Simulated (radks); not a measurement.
The numbers below are computed, except where a source is named.
Coulomb parameter of the 4f shell of the neodymium ion Nd3+ in the model configuration [Xe] 4f1 6p2, as a second difference U = [E(n + 1) + E(n - 1) - 2 E(n)] / (1)^2 with all orbitals relaxed. "Bare": the charge of the atom changes with n. "Screened": the 6p shell takes up the change at fixed total charge, which measures U(4f,4f) + U(6p,6p) - 2 U(4f,6p). Level of theory: scalar-relativistic Kohn-Sham, PBE, spin-unpolarised, spherical densities, finite nucleus; Fermi nuclear charge, rms radius 4.9123 fm (a radial shooting solver on a logarithmic mesh with Libxc functionals).

| case | configuration | E - E(n) (eV) |
|---|---|---|
| start | [Xe] 4f1 6p2 | 0.000 |
| bare +1 | [Xe] 4f2 6p2 | -43.815 |
| bare -1 | [Xe] 6p2 | 64.227 |
| screened +1 | [Xe] 4f2 6p1 | -27.459 |
| screened -1 | [Xe] 6p3 | 37.866 |

U(bare) = 20.412 eV, U(screened by 6p) = 10.407 eV, against the Slater integral F0(4f,4f) = 29.294 eV with frozen orbitals.
